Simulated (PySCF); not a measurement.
```xyz
4

Br     2.1210    -0.7974    -0.0335
Ga     0.0011     0.0031     0.0029
Br    -1.7515    -1.4338    -0.0045
Br    -0.3648     2.2396     0.0476
```

Charge 0, multiplicity 1.

Question: Give the Mulliken and meta-Löwdin atomic charges from TPSSh-D3(BJ)/def2-TZVP run with PySCF 2.14.0.

Answer: 
```json
[
 {"atom": "Br1", "Mulliken (e)": "-0.21", "meta-Löwdin (e)": "-0.20"},
 {"atom": "Ga2", "Mulliken (e)": "0.64", "meta-Löwdin (e)": "0.60"},
 {"atom": "Br3", "Mulliken (e)": "-0.21", "meta-Löwdin (e)": "-0.20"},
 {"atom": "Br4", "Mulliken (e)": "-0.21", "meta-Löwdin (e)": "-0.20"}
]
```
